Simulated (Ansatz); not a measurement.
A nudged elastic band was laid between two geometries of BH4NO + ClH (9 atoms, charge 0, multiplicity 1).

Computed with RKS PBE0/6-31G* in Ansatz.

```json
{
  "movable images": "2",
  "climbing image": "yes",
  "spring": "5.0 eV/Å²",
  "optimiser": "quadratic models (default)",
  "start path": "through a guess of the saddle point",
  "force threshold": "0.03 eV/Å",
  "iteration limit": "60",
  "end points": "relaxed"
}
```

Image 0:

```xyz
9
Properties=species:S:1:pos:R:3
B -0.082 -0.409 -0.137
O -0.498 0.207 1.035
H -1.309 -0.169 1.391
N 1.082 0.050 -0.750
H 1.638 0.810 -0.384
H 1.438 -0.352 -1.602
H -0.717 -1.314 -0.603
Cl 1.211 2.515 2.073
H 0.390 1.546 1.741
```

Image 3:

```xyz
9
Properties=species:S:1:pos:R:3
B 0.204 0.662 -0.490
O -0.329 -0.313 2.231
H -1.252 -0.114 2.026
N 1.378 0.051 -0.892
H 1.384 -0.879 -1.283
H 2.295 0.444 -0.734
H -0.866 0.177 -0.688
Cl 0.278 2.295 0.240
H 0.063 0.561 2.355
```

Question: What changes between the two ends?

Answer: Bonds broken: B1–O2, Cl8–H9. Bonds formed: B1–Cl8, O2–H9. BH4NO + ClH becomes BClH3N + H2O.

Question: Give the energies along the band, and the barrier.

Answer: It converged. The highest image is number 2 of 0 to 3, 24.1 kcal/mol above the first end and 13.1 kcal/mol above the last; the last end lies 11.1 kcal/mol above the first. Another band between the same ends (7 images) ends at a top of the same energy, where a vibrational analysis finds 1 clearly imaginary mode. So few images can step over the top or miss a turn of the path. The orbitals stay closed-shell, which can raise the energy where a bond breaks towards radicals; this wasn't checked here.

```csv
image,path coordinate (Å),energy (kcal/mol),B1–O2 (Å),Cl8–H9 (Å),B1–Cl8 (Å)
0,0.00,0.0,1.39,1.31,3.89
1,2.09,2.7,1.39,1.31,3.42
2,4.18,24.1,1.71,2.50,1.90
3,6.06,11.1,2.94,2.74,1.79
```

Question: What is the geometry of the highest image?

Answer: 
```xyz
9
Properties=species:S:1:pos:R:3
B 0.032 0.518 -0.099
O -0.054 -0.234 1.430
H -1.000 -0.299 1.643
N 1.183 -0.102 -0.753
H 1.781 -0.655 -0.151
H 1.762 0.550 -1.268
H -1.091 0.347 -0.502
Cl 0.225 2.332 0.420
H 0.316 0.429 2.043
```

The run took 96 s on 1 thread of Arm Neoverse V2 (shared host), peak memory 0.16 GiB.
